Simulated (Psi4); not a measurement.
diselenium (Se2), triplet, at a GFN2-xTB geometry; PBE0/aug-cc-pVDZ (Psi4 1.11).

The Psi4 input:
```
memory 2 GB

molecule {
0 3
  Se   -0.00000000   -0.00000000   -1.08303360
  Se    0.00000000    0.00000000    1.08303360
}

set basis aug-cc-pvdz
set reference uks
set scf_type pk
set puream true
set d_convergence 1e-8
set dft_radial_points 99
set dft_spherical_points 590

energy('pbe0')
print_variables()
```

Output, abridged:

```
   => Loading Basis Set <=

    Name: AUG-CC-PVDZ
    Role: ORBITAL
    Keyword: BASIS

         ---------------------------------------------------------
                                   SCF
               by Justin Turney, Rob Parrish, Andy Simmonett
                          and Daniel G. A. Smith
                              UKS Reference
         ---------------------------------------------------------

  ==> Geometry <==

    Molecular point group: d2h
    Full point group: D_inf_h

    Geometry (in Angstrom), charge = 0, multiplicity = 3:

       Center              X                  Y                   Z               Mass
    ------------   -----------------  -----------------  -----------------  -----------------
         SE           0.000000000000     0.000000000000    -1.083033600000    79.916521800000
         SE           0.000000000000     0.000000000000     1.083033600000    79.916521800000

  Running in d2h symmetry.

  Rotational constants: A = ************  B =      0.08992  C =      0.08992 [cm^-1]
  Rotational constants: A = ************  B =   2695.67027  C =   2695.67027 [MHz]
  Nuclear repulsion =  282.414532445955501

  Charge       = 0
  Multiplicity = 3
  Electrons    = 68
  Nalpha       = 35
  Nbeta        = 33

  ==> Algorithm <==

  SCF Algorithm Type is PK.
  DIIS enabled.
  MOM disabled.
  Fractional occupation disabled.
  Guess Type is SAD.
  Energy threshold   = 1.00e-06
  Density threshold  = 1.00e-08
  Integral threshold = 1.00e-12

  ==> Primary Basis <==

  Basis Set: AUG-CC-PVDZ
    Blend: AUG-CC-PVDZ
    Number of shells: 28
    Number of basis functions: 72
    Number of Cartesian functions: 78
    Spherical Harmonics?: true
    Max angular momentum: 2

  ==> DFT Potential <==

   => LibXC <=

    Version 7.1.2
    S. Lehtola, C. Steigemann, M. J. T. Oliveira, and M. A. L. Marques,  SoftwareX 7, 1–5 (2018) (10.1016/j.softx.2017.11.002)

   => Composite Functional: PBE0 <=

    PBE0 Hyb-GGA Exchange-Correlation Functional

    C. Adamo and V. Barone,  J. Chem. Phys. 110, 6158 (1999) (10.1063/1.478522)
    M. Ernzerhof and G. E. Scuseria,  J. Chem. Phys. 110, 5029 (1999) (10.1063/1.478401)

    Deriv               =              1
    GGA                 =           TRUE
    Meta                =          FALSE

    Exchange Hybrid     =           TRUE
    MP2 Hybrid          =          FALSE

   => Exchange Functionals <=

    0.7500   Perdew, Burke & Ernzerhof

   => Exact (HF) Exchange <=

    0.2500               HF

   => Correlation Functionals <=

    1.0000   Perdew, Burke & Ernzerhof

   => LibXC Density Thresholds  <==

    XC_HYB_GGA_XC_PBEH:  1.00E-15

   => Molecular Quadrature <=

    Radial Scheme          =       TREUTLER
    Pruning Scheme         =           NONE
    Nuclear Scheme         =       TREUTLER

    Blocking Scheme        =         OCTREE
    BS radius alpha        =              1
    Pruning alpha          =              1
    Radial Points          =             99
    Spherical Points       =            590
    Total Points           =         112132
    Total Blocks           =            980
    Max Points             =            256
    Max Functions          =             72
    Weights Tolerance      =       1.00E-15

  ==> Integral Setup <==

  Using in-core PK algorithm.
   Calculation information:
      Number of atoms:                   2
      Number of AO shells:              28
      Number of primitives:            186
      Number of atomic orbitals:        78
      Number of basis functions:        72

      Integral cutoff                 1.00e-12
      Number of threads:                 1

  Performing in-core PK
  Using 6909012 doubles for integral storage.
  We computed 82573 shell quartets total.
  Whereas there are 82621 unique shell quartets.

  ==> DiskJK: Disk-Based J/K Matrices <==

    J tasked:                  Yes
    K tasked:                  Yes
    wK tasked:                  No
    Schwarz Cutoff:          1E-12

[...]
     Au         3       3
     B1u       17      17
     B2u        8       8
     B3u        8       8
   -------------------------
    Total      72      72
   -------------------------

  ==> Iterations <==

                        Total Energy        Delta E     RMS |[F,P]|

   @UKS iter SAD: -4797.42071125342773   -4.79742e+03   0.00000e+00
   @UKS iter   1: -4802.04357375586096   -4.62286e+00   3.94925e-02 ADIIS/DIIS
   @UKS iter   2: -4802.32911701129160   -2.85543e-01   2.34153e-02 ADIIS/DIIS
   @UKS iter   3: -4802.48541717062017   -1.56300e-01   3.77387e-03 ADIIS/DIIS
   @UKS iter   4: -4802.49281892622730   -7.40176e-03   4.23786e-04 ADIIS/DIIS
   @UKS iter   5: -4802.49293668932842   -1.17763e-04   5.87720e-05 DIIS
   @UKS iter   6: -4802.49293925423353   -2.56491e-06   7.96897e-06 DIIS
   @UKS iter   7: -4802.49293935828246   -1.04049e-07   6.13089e-07 DIIS
   @UKS iter   8: -4802.49293935884180   -5.59339e-10   7.44128e-08 DIIS
   @UKS iter   9: -4802.49293935884998   -8.18545e-12   1.19585e-08 DIIS
   @UKS iter  10: -4802.49293935884998    0.00000e+00   9.07258e-10 DIIS
  Energy and wave function converged.

  ==> Post-Iterations <==

   Electrons on quadrature grid:
      Nalpha   =   34.9999995285 ; deviation = -4.715e-07
      Nbeta    =   32.9999994933 ; deviation = -5.067e-07
      Ntotal   =   67.9999990218 ; deviation = -9.782e-07

   @Spin Contamination Metric:   8.119393065E-03
   @S^2 Expected:                2.000000000E+00
   @S^2 Observed:                2.008119393E+00
   @S   Expected:                1.000000000E+00
   @S   Observed:                1.000000000E+00

    Orbital Energies [Eh]
    ---------------------

    Alpha Occupied:

[...]
    Alpha Virtual:

[...]
      17B1u    1.182819

    Beta Occupied:

[...]
    Beta Virtual:

[...]
    Final Occupation by Irrep:
             Ag   B1g   B2g   B3g    Au   B1u   B2u   B3u
    DOCC [     9,    1,    3,    3,    1,    8,    4,    4 ]
    SOCC [     0,    0,    1,    1,    0,    0,    0,    0 ]
    NA   [     9,    1,    4,    4,    1,    8,    4,    4 ]
    NB   [     9,    1,    3,    3,    1,    8,    4,    4 ]

  @UKS Final Energy: -4802.49293935884998

   => Energetics <=

    Nuclear Repulsion Energy =            282.4145324459555013
    One-Electron Energy =               -7248.3941141409995907
    Two-Electron Energy =                2294.4664722917063955
    DFT Exchange-Correlation Energy =    -130.9798299555112351
    Empirical Dispersion Energy =           0.0000000000000000
    VV10 Nonlocal Energy =                  0.0000000000000000
    Total Energy =                      -4802.4929393588499806

  UHF NO Occupations:
  HONO-2 :    4B2u 1.9983592
  HONO-1 :    4B3g 1.0000000
  HONO-0 :    4B2g 1.0000000
  LUNO+0 :    5B2u 0.0016408
  LUNO+1 :    5B3u 0.0016408
  LUNO+2 :    9B1u 0.0003727
  LUNO+3 :   10 Ag 0.0003482

Computation Completed

Properties will be evaluated at   0.000000,   0.000000,   0.000000 [a0]

Properties computed using the SCF density matrix

 Multipole Moments:

 ------------------------------------------------------------------------------------
     Multipole            Electronic (a.u.)      Nuclear  (a.u.)        Total (a.u.)
 ------------------------------------------------------------------------------------

 L = 1.  Multiply by 2.5417464519 to convert [e a0] to [Debye]
 Dipole X            :          0.0000000            0.0000000            0.0000000
 Dipole Y            :          0.0000000            0.0000000            0.0000000
 Dipole Z            :          0.0000000            0.0000000            0.0000000
 Magnitude           :                                                    0.0000000

 ------------------------------------------------------------------------------------

  Variable Map:
  ----------------------------------------------------------------------------
[...]
  Array Variable Map:
  ----------------------------------------------------------------------------
[...]
[...]
```
